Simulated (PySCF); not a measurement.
## A small calculation by hand: oscillator strength and radiative lifetime

C₃H₉NSi, SMILES C=CN(C)[SiH3].

The structure is a stationary point at PBE0-D3(BJ)/def2-SVP. One conformer was computed; it need not be the lowest.

TDDFT-PBE/def2-SVPD (PySCF) puts the first singlet state with f over 0.02 at 5.43 eV (vertical), with the transition dipole (0.867, -0.619, 0.286) in atomic units.

### Question
Find the oscillator strength, the wavelength and the radiative lifetime that this transition would have in vacuum if emission retraced absorption.

### Answer

|μ|² = 1.2166 au, so |μ| = 2.80 D. ΔE = 5.43/27.211 = 0.1995 hartree. f = (2/3) ΔE |μ|² = 0.162 (the program prints 0.162).
λ = 1239.84/5.43 = 228 nm; ν = 43796 cm⁻¹.
Einstein's coefficient A = 0.6670 ν² f s⁻¹ (ν in cm⁻¹) = 2.1e8 s⁻¹, so τ = 1/A = 4.8 ns. This state is S4; the lower singlets have f = 0.005, 0.015, 0.012. The figure is the radiative limit of this one transition; relaxation, internal conversion, crossing to triplets and a medium change what is measured.
